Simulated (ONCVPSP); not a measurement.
## Ranking ONCV potentials for nickel

All share these settings but for the change named:

```json
{
  "Element": "nickel",
  "Generator": "ONCVPSP 4.0.1",
  "Type": "optimised norm-conserving Vanderbilt (ONCV)",
  "Functional": "revPBE",
  "Relativity": "fully relativistic",
  "Frozen core": "[Ne]",
  "Valence charge": "18",
  "Reference configuration": "3s2 3p6 3d8 (charge +2)",
  "Partial waves": "3s: rc 1.20 bohr, ncon 5, nbas 9, qcut 7.6 1/bohr, 1 projector; 3p: rc 1.25 bohr, ncon 4, nbas 7, qcut 8.7 1/bohr, 2 projectors, debl 3.3 Ha; 3d: rc 0.95 bohr, ncon 4, nbas 9, qcut 14 1/bohr, 1 projector",
  "Local potential": "polynomial inside 0.80 bohr (lpopt 1, dvloc0 0 Ha)",
  "Core correction": "Teter function, fcfact 5, rcfact 1.8"
}
```

Open shells are filled in proportion to 2j + 1.

In the p channel the program set the typed energies aside and used -3.318, 0.250 Ha (j = l + 1/2; the other j can differ).

Cutoff: the first of the cutoffs (Ha) at which the residual kinetic energy of the hardest occupied pseudo-wave falls to 1 and 0.1 mHa per electron; the density cutoff is not measured.

The base gives 87 Ha.

Of 8 variants that were run, those that failed, showed a ghost or another fault, or gave nearly equal values are left out.

A variant can come out equal or close to the base.

Rank these variants from softest to hardest (loose cutoff).
A. s: qcut 5; p: qcut 5.7; d: qcut 9.2
B. s: qcut 9.4; p: qcut 10.8; d: qcut 17.4
C. s: qcut 11; p: qcut 12.6; d: qcut 20.3
D. s: qcut 7.7; p: qcut 8.9; d: qcut 14.2

D (88 Ha), B (109 Ha), C (128 Ha), A (342 Ha).
